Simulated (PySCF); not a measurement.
**IrO₃, doublet: structure and spectrum**

All numbers come from UPBE0 in PySCF with Ir def2-SVP with ECP60, O def2-SVP; scalar-relativistic core potentials, no spin–orbit coupling; density-fitted integrals.

The structure is a minimum.

```json
{
 "Point group": "C2v",
 "Bond lengths": "Ir–O 1.687 Å, Ir–O 1.719 Å (×2)",
 "Bond angles": "O–Ir–O 110.3°, O–Ir–O 124.8° (×2)",
 "Lowest empty level (α)": "-5.08 eV",
 "Rotational symmetry number": "2",
 "Atomisation energy without zero-point energy": "1338 kJ/mol",
 "Spin squared ⟨S²⟩": "0.936",
 "Rotational constants": "0.2648, 0.221, 0.1205 cm⁻¹",
 "Zero-point energy": "20.4 kJ/mol",
 "Highest occupied level (α)": "-8.63 eV",
 "Principal quadrupole moments (Buckingham, traceless) about the centre of mass": "-2.71, -1.81, 4.51 D Å",
 "Enthalpy at 298.15 K above 0 K": "14.49 kJ/mol",
 "Principal polarisabilities": "25.3, 41.4, 45.0 bohr³",
 "Dipole moment": "0.59 D",
 "Heat capacity Cp at 298.15 K": "61.9 J/(mol K)",
 "Entropy at 298.15 K and 1 bar (electronic part: spin only)": "308.5 J/(mol K)"
}
```

Harmonic modes (masses in u: Ir 192.963, O 15.995):
```json
{"symmetry": "b2", "ω (cm⁻¹)": "146", "IR (km/mol)": "9.3", "type": "bend"}
{"symmetry": "b1", "ω (cm⁻¹)": "222", "IR (km/mol)": "7.5", "type": "bend"}
{"symmetry": "a1", "ω (cm⁻¹)": "314", "IR (km/mol)": "0.9", "type": "bend"}
{"symmetry": "b2", "ω (cm⁻¹)": "801", "IR (km/mol)": "50.3", "type": "stretch"}
{"symmetry": "a1", "ω (cm⁻¹)": "944", "IR (km/mol)": "42.8", "type": "stretch"}
{"symmetry": "a1", "ω (cm⁻¹)": "976", "IR (km/mol)": "40.8", "type": "stretch"}
```

In C2v the vibrations span 2b2 + b1 + 3a1. Here b1 is antisymmetric to the molecular plane and b2 lies in it.

Charges (e):
```csv
atom,Mulliken,Löwdin,polar tensor,spin (Mulliken),Mayer order to Ir1
Ir1,0.94,0.30,1.14,0.32,–
"O2,3",-0.32,-0.11,-0.35,0.51,1.69
O4,-0.31,-0.09,-0.44,-0.35,1.79
```

Mulliken populations on Ir1 (electrons outside its core potential): s 2.78, p 6.32, d 6.82, f 0.13.

Formally Ir is in oxidation state +6, d3, with 1 unpaired electron (the high-spin count would be 3). The Mulliken spin on Ir is 0.32, so most of the spin sits on the ligands and the formal count fails. The polar-tensor charge on Ir, 1.14, is far below the formal one.

This need not be the most stable arrangement of these atoms. Open d and f shells are described by one determinant, and the ground state may have another occupation or spin. Spin–orbit coupling, left out here, can matter for elements this heavy.

The final relaxation and frequency run took 66 s on 2 threads of a shared Arm Neoverse V1 host, with 74 basis functions and 12 gradients; the process peaked at 0.88 GiB.
